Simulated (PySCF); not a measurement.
**Reproducing measurements on AsH3**

**Experimental background.**

NIST CCCBDB Release 22 (SRD 101), experimental dipoles lists, for the gas: dipole moment (microwave Stark effect) 0.2 D.

The results are set against them at the end.

Species: AsH3.
Numbering: `[AsH3:1]` (hydrogens: H2, H3, H4 on As1)

Geometry (PBE0-D3(BJ)/def2-SVP, Å), atoms numbered from 1 in this order:
```
atom  x, y, z in Å
As1    0.0105   -0.0104    0.6253
H2    -0.7542   -1.0085   -0.2378
H3    -0.4973    1.1700   -0.1961
H4     1.2615   -0.1416   -0.2371
```

The PySCF runs (gas phase, on this PBE0-D3(BJ)/def2-SVP geometry; no spin–orbit coupling):

```csv
level,job,basis functions
"PBE0-D3(BJ)/def2-SVP, grid level 1",geometry optimisation from a GFN2-xTB start,47
```

**Comparison with experiment**

**Dipole moment.** Measured: 0.2 D (NIST CCCBDB Release 22 (SRD 101), experimental dipoles).

```tsv
level	computed (D)	computed − measured (D)
PBE0-D3(BJ)/def2-SVP	0.50	+0.30
```

The computed dipoles belong to one fixed geometry; measured ones are averaged over vibrations unless marked μe. Magnitudes are compared, not signs.

The geometry is computed, not the measured one. Where a level misses, the cause wasn't examined.
